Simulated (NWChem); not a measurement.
All runs are NWChem calculations. System: C$_{2}$H$_{6}$AlF, charge 1, spin multiplicity 2, at the geometry of a parent with another charge or spin, in a state set for the comparison that need not be this species' ground state. Its SCF solution wasn't tested for a lower state. Level: UHF/def2-TZVP.

Input file:

```
start mol
memory heap 200 mb stack 900 mb global 1100 mb
charge 1
geometry units angstroms nocenter noautoz noautosym
  Al    -0.026212     0.018606    -0.029105
  C      1.771487    -0.213139    -0.737825
  H      2.160297    -1.226301    -0.541810
  H      2.470650     0.488273    -0.249635
  H      1.823374    -0.028137    -1.821830
  C     -0.662075    -0.529377     1.726718
  H     -1.377579    -1.364563     1.632256
  H     -1.204668     0.288793     2.228576
  H      0.148078    -0.862755     2.394154
  F     -1.148431     0.768656    -1.021856
end
basis spherical
  * library def2-tzvp
end
scf
  uhf
  nopen 1
  maxiter 100
  thresh 1e-7
  semidirect memsize 60000000 filesize 0
  # guess.movecs holds the orbitals of an unrestricted PBE0 run
  vectors input guess.movecs output mol.movecs
end
task scf energy
```

Part of the output:

```
             Northwest Computational Chemistry Package (NWChem) 7.3.0
             --------------------------------------------------------

                                NWChem Input Module
                                -------------------

 Scaling coordinates for geometry "geometry" by  1.889725989
 (inverse scale =  0.529177249)

                             Geometry "geometry" -> ""
                             -------------------------

 Output coordinates in angstroms (scale by  1.889725989 to convert to a.u.)

  No.       Tag          Charge          X              Y              Z
 ---- ---------------- ---------- -------------- -------------- --------------
    1 Al                  13.0000    -0.02621200     0.01860600    -0.02910500
    2 C                    6.0000     1.77148700    -0.21313900    -0.73782500
    3 H                    1.0000     2.16029700    -1.22630100    -0.54181000
    4 H                    1.0000     2.47065000     0.48827300    -0.24963500
    5 H                    1.0000     1.82337400    -0.02813700    -1.82183000
    6 C                    6.0000    -0.66207500    -0.52937700     1.72671800
    7 H                    1.0000    -1.37757900    -1.36456300     1.63225600
    8 H                    1.0000    -1.20466800     0.28879300     2.22857600
    9 H                    1.0000     0.14807800    -0.86275500     2.39415400
   10 F                    9.0000    -1.14843100     0.76865600    -1.02185600

 Effective nuclear repulsion energy (a.u.)     152.4785139219

            Nuclear Dipole moment (a.u.)
            ----------------------------
        X                 Y               Z
 ---------------- ---------------- ----------------
    -0.0000207870    -0.0000075589     0.0000000000


 Summary of "ao basis" -> "" (spherical)
 ------------------------------------------------------------------------------
       Tag                 Description            Shells   Functions and Types
 ---------------- ------------------------------  ------  ---------------------
 *                         def2-tzvp                  on all atoms

 Summary of "ao basis" -> "ao basis" (spherical)
 ------------------------------------------------------------------------------
       Tag                 Description            Shells   Functions and Types
 ---------------- ------------------------------  ------  ---------------------
 Al                        def2-tzvp                13       37   5s5p2d1f
 C                         def2-tzvp                11       31   5s3p2d1f
 H                         def2-tzvp                 4        6   3s1p
 F                         def2-tzvp                11       31   5s3p2d1f

                                 NWChem SCF Module
                                 -----------------

  ao basis        = "ao basis"
  functions       =   166
  atoms           =    10
  alpha electrons =    20
  beta  electrons =    19
  charge          =   1.00
  wavefunction    = UHF
  use symmetry    = F
  symmetry adapt  = F

 Summary of "ao basis" -> "ao basis" (spherical)
 ------------------------------------------------------------------------------
       Tag                 Description            Shells   Functions and Types
 ---------------- ------------------------------  ------  ---------------------
 Al                        def2-tzvp                13       37   5s5p2d1f
 C                         def2-tzvp                11       31   5s3p2d1f
 H                         def2-tzvp                 4        6   3s1p
[...]
              MO Center=  4.1D-01, -2.8D-01,  3.8D-01, r^2= 3.7D+00
   Bfn.  Coefficient  Atom+Function         Bfn.  Coefficient  Atom+Function
  ----- ------------  ---------------      ----- ------------  ---------------
    17     -0.208487   1 Al pz               15      0.198003   1 Al px
    43     -0.192769   2 C  px               49     -0.189156   2 C  px
    94      0.185400   6 C  pz               46     -0.180260   2 C  px
   100      0.181018   6 C  pz               42      0.173152   2 C  s
    97      0.173440   6 C  pz               91     -0.166543   6 C  s

 Vector   21  Occ=0.000000D+00  E=-1.184983D-01
              MO Center=  1.1D-01, -9.0D-02,  8.7D-02, r^2= 4.4D+00
   Bfn.  Coefficient  Atom+Function         Bfn.  Coefficient  Atom+Function
  ----- ------------  ---------------      ----- ------------  ---------------
    19      0.758061   1 Al py               16      0.354784   1 Al py
    20      0.328106   1 Al pz               18      0.209961   1 Al px
   120      0.171529   7 H  s               126     -0.171449   8 H  s

 Vector   22  Occ=0.000000D+00  E=-8.331755D-02
              MO Center=  4.4D-01, -2.8D-01,  4.2D-01, r^2= 7.7D+00
   Bfn.  Coefficient  Atom+Function         Bfn.  Coefficient  Atom+Function
  ----- ------------  ---------------      ----- ------------  ---------------
     5      3.003508   1 Al s                42     -2.725502   2 C  s
    91     -2.669516   6 C  s               120      0.699541   7 H  s
    77      0.646903   4 H  s               126      0.596726   8 H  s
    18      0.496584   1 Al px               71      0.487677   3 H  s
   100      0.461844   6 C  pz               83      0.401322   5 H  s

 center of mass
 --------------
 x =  -0.12828287 y =   0.08623067 z =  -0.11587885

 moments of inertia (a.u.)
 ------------------
         351.780718755801          60.580183429766          61.306248182059
          60.580183429766         586.738921434910          96.010171464720
          61.306248182059          96.010171464720         373.882612854838

  Mulliken analysis of the total density
  --------------------------------------

    Atom       Charge   Shell Charges
 -----------   ------   -------------------------------------------------------
    1 Al  13    12.02   2.00  0.65  1.33  0.76  0.13  2.92  2.28  0.82  0.63  0.06  0.20  0.12  0.11
    2 C    6     6.46   0.85  1.12  0.49  0.73  0.07  1.22  1.49  0.44  0.01  0.03  0.00
    3 H    1     0.79   0.25  0.46  0.06  0.02
    4 H    1     0.79   0.25  0.46  0.05  0.02
    5 H    1     0.77   0.25  0.45  0.05  0.02
    6 C    6     6.46   0.85  1.12  0.49  0.73  0.07  1.22  1.49  0.44  0.01  0.03  0.00
    7 H    1     0.78   0.25  0.45  0.05  0.02
    8 H    1     0.77   0.25  0.45  0.05  0.02
    9 H    1     0.79   0.25  0.46  0.06  0.02
   10 F    9     9.38   0.77  1.20  0.59  1.01  0.34  2.23  2.29  0.94  0.00  0.01  0.00

  Mulliken analysis of the alpha density
  --------------------------------------

    Atom       Charge   Shell Charges
 -----------   ------   -------------------------------------------------------
    1 Al  13     5.99   1.00  0.32  0.67  0.30  0.04  1.46  1.14  0.41  0.37  0.03  0.12  0.06  0.06
    2 C    6     3.50   0.43  0.56  0.25  0.39  0.02  0.71  0.88  0.23  0.01  0.01  0.00
    3 H    1     0.39   0.12  0.22  0.03  0.01
    4 H    1     0.39   0.12  0.22  0.03  0.01
    5 H    1     0.38   0.13  0.22  0.02  0.01
    6 C    6     3.50   0.43  0.56  0.25  0.39  0.02  0.72  0.88  0.23  0.01  0.01  0.00
    7 H    1     0.39   0.12  0.22  0.03  0.01
    8 H    1     0.39   0.12  0.22  0.03  0.01
    9 H    1     0.38   0.12  0.22  0.03  0.01
   10 F    9     4.69   0.39  0.60  0.30  0.50  0.17  1.12  1.15  0.47  0.00  0.00  0.00

   Mulliken analysis of the beta density
   -------------------------------------

    Atom       Charge   Shell Charges
 -----------   ------   -------------------------------------------------------
    1 Al  13     6.03   1.00  0.33  0.66  0.46  0.09  1.45  1.14  0.41  0.26  0.03  0.08  0.06  0.05
    2 C    6     2.96   0.43  0.56  0.23  0.34  0.05  0.50  0.61  0.21  0.01  0.01  0.00
    3 H    1     0.40   0.13  0.24  0.03  0.01
    4 H    1     0.40   0.13  0.23  0.03  0.01
    5 H    1     0.38   0.12  0.22  0.02  0.01
    6 C    6     2.96   0.43  0.56  0.23  0.34  0.05  0.50  0.61  0.21  0.01  0.01  0.00
    7 H    1     0.39   0.12  0.23  0.03  0.01
    8 H    1     0.39   0.12  0.23  0.03  0.01
    9 H    1     0.41   0.13  0.24  0.03  0.01
   10 F    9     4.69   0.39  0.60  0.30  0.50  0.17  1.11  1.14  0.47  0.00  0.00  0.00

   Mulliken analysis of the spin density
   -------------------------------------

    Atom       Charge   Shell Charges
 -----------   ------   -------------------------------------------------------
    1 Al  13    -0.03  -0.00 -0.00  0.01 -0.16 -0.05  0.01  0.00  0.00  0.11  0.00  0.04 -0.00  0.01
    2 C    6     0.54   0.00 -0.00  0.02  0.05 -0.02  0.21  0.27  0.01 -0.00  0.00 -0.00
    3 H    1    -0.02  -0.00 -0.01 -0.00  0.00
    4 H    1    -0.01  -0.00 -0.01 -0.00  0.00
    5 H    1     0.00   0.00 -0.00 -0.00  0.00
    6 C    6     0.54   0.00 -0.00  0.02  0.05 -0.03  0.21  0.27  0.02 -0.00  0.00 -0.00
    7 H    1    -0.00   0.00 -0.01 -0.00  0.00
    8 H    1    -0.00   0.00 -0.00 -0.00  0.00
    9 H    1    -0.02  -0.00 -0.02 -0.00  0.00
   10 F    9     0.01  -0.00  0.00 -0.00  0.00 -0.00  0.00  0.00  0.00 -0.00 -0.00 -0.00

       Multipole analysis of the density wrt the origin
       ------------------------------------------------

     L   x y z        total         alpha         beta         nuclear
     -   - - -        -----         -----         ----         -------
     0   0 0 0      1.000000    -20.000000    -19.000000     40.000000

     1   1 0 0      1.348021      0.265827      1.082214     -0.000021
     1   0 1 0     -0.913525     -0.177921     -0.735597     -0.000008
     1   0 0 1      1.227224      0.236000      0.991224      0.000000

     2   2 0 0    -15.499961   -101.613907    -95.312533    181.426480
     2   1 1 0      1.777154     15.483228     15.589432    -29.295505
     2   1 0 1     -5.797982     24.168057     19.377966    -49.344004
     2   0 2 0    -18.614566    -30.402696    -30.024727     41.812858
     2   0 1 1      0.497187     27.097532     25.796414    -52.396759
     2   0 0 2    -15.063610    -95.708495    -89.345234    169.990119

 Task  times  cpu:       62.9s     wall:       62.9s

 Total times  cpu:       62.9s     wall:       62.9s
```
